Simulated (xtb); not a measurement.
silicon monosulfide (SSi), singlet, geometry from GFN2-xTB. Base run: GFN0-xTB (xtb).

xtb was given this input:
```
$ xtb mol.xyz --gfn 0 --json

# file mol.xyz
2

Si    -0.00000000    -0.00000000    -1.06660351
S      0.00000000     0.00000000     0.93327807
```

Variants of this job, named by their change:

```
change         ΔE vs base (kJ/mol)  HOMO-LUMO gap (eV)
-------------  -------------------  ------------------
base                          0.00                2.37
etemp = 5000                -15.90                2.37
etemp = 10000                    ?                2.37
etemp = 10                    0.00                2.37
acc = 0.0001                  0.00                2.37
acc = 30                      0.00                2.37
```

### Question
Complete the blanks.

### Answer

- etemp = 10000, ΔE vs base (kJ/mol): -139.1
